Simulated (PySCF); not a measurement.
C₃H₃F₄, SMILES F[CH]CC(F)(F)F, multiplicity 2.

The structure is a stationary point at B3LYP-D3(BJ)/def2-SVP. The isomer is the one that the SMILES or the coordinates give; other isomers of the formula were not compared. Other conformers were not sampled.

Method: SMD-PBE0/6-31G* (PySCF).

Solvation free energies are E(SMD) − E(gas) at the gas-phase geometry, for 1 M in both phases. In vacuum the dipole moment is 1.89 D.

Computed solvation free energies in water, cyclohexanone, 1-octanol:
```tsv
solvent	ΔG(solv) (kcal/mol)	its non-electrostatic (CDS) part	dipole (D)
water	0.7	5.0	2.37
cyclohexanone	-2.2	1.8	2.33
1-octanol	-2.2	1.5	2.30
```
